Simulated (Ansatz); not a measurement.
Species: MoO, charge 0, multiplicity 5. The spin state was set by rule; other spins were not relaxed. 
Structure (B3LYP-D3(BJ)/def2-TZVP (Ansatz, an electronic-structure program) minimum search):
```
Mo
O 1 1.6977
```
Charge 0, spin multiplicity 5.

Quantity: atomisation energy (electronic, to ground-state atoms), in eV. Correlated levels leave the core frozen unless marked. UHF or UKS for open shells. No spin-orbit coupling. Frozen are the shells of the preceding noble gas and the d and f shells that filled before the atom's block. In def2 rows, elements after Kr have scalar-relativistic effective core potentials. The coupled-cluster limit lacks core correlation, which all-electron functionals hold. CBS marks a two-point X^-3 extrapolation of the correlation energy; Hartree-Fock from the larger set.

```csv
level,program,atomisation energy (eV)
B97M-V/def2-TZVPD,Ansatz,5.07
B3LYP/def2-TZVPD,Ansatz,5.43
PBE0/def2-TZVPD,Ansatz,5.04
CAM-B3LYP-D3(BJ)/def2-TZVPD,Ansatz + dftd3,5.40
SCS-MP2/def2-SVPD,Ansatz,4.15
SCS-MP2/def2-TZVPP,Ansatz,4.55
```

Problem. Estimate the value at CCSD(T)/CBS(def2-TZVPPD,def2-QZVPPD) as computed with Ansatz.

Solution. 5.17 eV
